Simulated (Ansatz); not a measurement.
Computed with Ansatz on PBE0-D4/def2-TZVP structures; ΔE is electronic, products minus reactants. CCSD(T)/CBS adds triple-zeta CCSD(T) − MP2 to the extrapolated MP2 energy (def2 sets, frozen cores). Functionals use def2-TZVPP. B3LYP here is the variant with VWN-RPA as its local correlation; programs differ in this. Each species was taken in one conformer, which may not be the lowest.

Reaction (cleavage of the Si–B bond): `F[SiH2]B[SiH3]` + `OB1N[SiH2]1` → `[SiH3]OB1N[SiH2]1` + `B[SiH2]F`

CCSD(T)/CBS gives -105.5 kJ/mol.

Task: Another level gave -104.4 kJ/mol. Which?
A. B3LYP/def2-TZVPP
B. SCS-MP2/def2-TZVPP
C. PBE0/def2-TZVPP
D. PBE-D4/def2-TZVPP

Result: A. B3LYP -104.4, PBE-D4 -78.8, SCS-MP2/def2-TZVPP -117.7, PBE0 -87.8 kJ/mol.

Largest T1 diagnostic among the species: 0.013.

From PBE to PBE0 (25 % exact exchange), in def2-TZVPP and without D4, ΔE moves by −9.1 kJ/mol. In def2-TZVPP, CCSD(T) changes the Hartree–Fock value by +25.6 kJ/mol (the triples alone add +2.9 kJ/mol) and MP2 by +17.2 kJ/mol.
